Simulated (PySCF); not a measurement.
**Ionisation energy of La²¹⁺ by level of theory**

La²¹⁺ [Kr] → La²²⁺ [Ar] 3d10 4s2 4p5 [4p1/2^2 4p3/2^3, M_J = 3/2], as a difference of total energies. Computed with PySCF 2.14 in an even-tempered Gaussian basis (18 s from 1.4 bohr⁻², ratio 2.8; 14 p from 1.8 bohr⁻², ratio 2.8; 9 d from 3.2 bohr⁻², ratio 2.8; 4 f from 11 bohr⁻², ratio 3), with the two-component X2C-1e Hamiltonian. Correlated levels: [Ne] frozen; the 88 highest virtual spinors dropped. "Screened" scales the spin-orbit matrix elements by Boettger's factors to mimic the two-electron term; Breit and QED terms are absent.

```
                    method  ionisation energy (eV)
 GHF (screened spin-orbit)                  694.62
GMP2 (screened spin-orbit)                  695.82
```

Q: How much does correlation contribute at GMP2 (screened spin-orbit)?

A: 695.82 − (694.62) = 1.20 eV, measured against GHF (screened spin-orbit).

Breit and QED terms and the two-electron picture change are absent.

For comparison: 696 ± 4 eV (theoretical estimate listed by NIST; NIST Atomic Spectra Database, ionization energies).
